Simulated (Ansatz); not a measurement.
Start from `F[SiH2]C1C[SiH2]1` and change one atom or group to get `[SiH3]CC1C[SiH2]1`.

Ansatz, PBE0-D4/def2-TZVP geometries, multiplicity 1. Each molecule was computed in one conformer, which needn't be the lowest.

```
                                        property  `F[SiH2]C1C[SiH2]1`
           HOMO–LUMO gap (B3LYP/def2-TZVPP) / eV                 6.73
           LUMO energy (ωB97M-V/def2-TZVPP) / eV                 1.56
size of the dipole moment (B3LYP/def2-TZVPP) / D                 2.02
           HOMO energy (ωB97M-V/def2-TZVPP) / eV                -9.37
              LUMO energy (PBE0/def2-TZVPP) / eV                -0.07
  size of the dipole moment (PBE/def2-TZVPP) / D                 1.95
```

Problem. Give the same properties after the change, and the shifts. (Best estimate.)

Solution. The calculation gave: 
```
                                        property  `[SiH3]CC1C[SiH2]1`  shift
           HOMO–LUMO gap (B3LYP/def2-TZVPP) / eV                 6.37  -0.36
           LUMO energy (ωB97M-V/def2-TZVPP) / eV                 1.78   0.22
size of the dipole moment (B3LYP/def2-TZVPP) / D                 0.78  -1.24
           HOMO energy (ωB97M-V/def2-TZVPP) / eV                -8.74   0.63
              LUMO energy (PBE0/def2-TZVPP) / eV                 0.15   0.22
  size of the dipole moment (PBE/def2-TZVPP) / D                 0.66  -1.29
```

With PBE0 the HOMO rises by 0.61 eV and the LUMO rises by 0.22 eV, so the gap narrows by about 0.39 eV. PBE moves the HOMO by 0.56 eV and ωB97M-V by 0.63 eV. Dipoles are sizes alone; their direction can turn.

B3LYP here is the variant with VWN-RPA as its local correlation; programs differ in this.
